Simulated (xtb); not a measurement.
xtb input:

```bash
xtb mol.xyz --gfn 1 --opt tight --chrg 0 --uhf 0
```
mol.xyz:
```
16

C     -0.68063919     1.62136650     0.31209326
C     -0.62435720     0.30560876     0.10748579
Si    -2.18765046    -0.72127330     0.10545487
C      0.67599644    -0.40849767    -0.12811924
O      1.77111474     0.47644994    -0.10164028
C      3.00362977    -0.17300103    -0.32080791
H      0.21472865     2.23075608     0.31647154
H     -1.62338161     2.12719528     0.48110520
H     -3.34779024     0.16329502     0.35309859
H     -2.36024832    -1.41338476    -1.19655789
H     -2.12954027    -1.76925909     1.15540464
H      0.80674307    -1.19203092     0.63616099
H      0.63656281    -0.92952258    -1.09874859
H      3.20177275    -0.92817977     0.45061009
H      3.78176729     0.58739729    -0.28208125
H      3.02979533    -0.66289925    -1.30262073
```

Task: Which total energy does the run end on?

Result: -20.37060 Eh (GFN1-xTB).
